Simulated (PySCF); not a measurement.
Spinor energies of Zn¹³⁺ (zinc, charge +13)

Start: [Ne] 3s2 3p5; 3p1/2 filled at m_j = +1/2; 3p3/2 filled at m_j = -3/2, -1/2, +1/2, +3/2. Calculated with PySCF 2.14 in an even-tempered Gaussian basis (20 s from 1 bohr⁻², ratio 2.4; 14 p from 1.3 bohr⁻², ratio 2.4; 5 d from 7.3 bohr⁻², ratio 2.6; 4 f from 11 bohr⁻², ratio 2.6): generalised Hartree-Fock with the X2C-1e Hamiltonian and a Gaussian nucleus; one run each with spin-orbit coupling (SO) screened by Boettger's factors, then bare. This is a chosen level, not necessarily the ground level.

```
spinor shell  electrons  ε, screened SO (eV)  ε, bare SO (eV)  weight of nominal j (bare SO)  rms radius, bare SO (bohr)
       1s1/2          2             -10152.5         -10152.5                          1.000                      0.0580
       2s1/2          2              -1657.2          -1657.2                          1.000                       0.243
       2p1/2          2              -1503.8          -1505.1                          1.000                       0.215
       2p3/2          4              -1481.3          -1480.7                          1.000                       0.218
       3s1/2          2              -511.34          -511.34                          1.000                       0.639
       3p1/2          1              -461.28          -461.52                          1.000                       0.637
       3p3/2          4              -454.16          -454.06                          1.000                       0.644
```

```json
{"quantity": "E (hartree)", "screened SO": "-1718.75596", "bare SO": "-1718.75612"}
{"quantity": "M_J", "screened SO": "1/2", "bare SO": "1/2"}
{"quantity": "⟨J²⟩", "screened SO": "0.755", "bare SO": "0.755"}
{"quantity": "⟨L²⟩", "screened SO": "2.007", "bare SO": "2.007"}
{"quantity": "⟨S²⟩", "screened SO": "0.753", "bare SO": "0.753"}
```

Each row is a mean over spinors that exchange with the open shell spreads, by up to 5.135 eV (2p1/2).
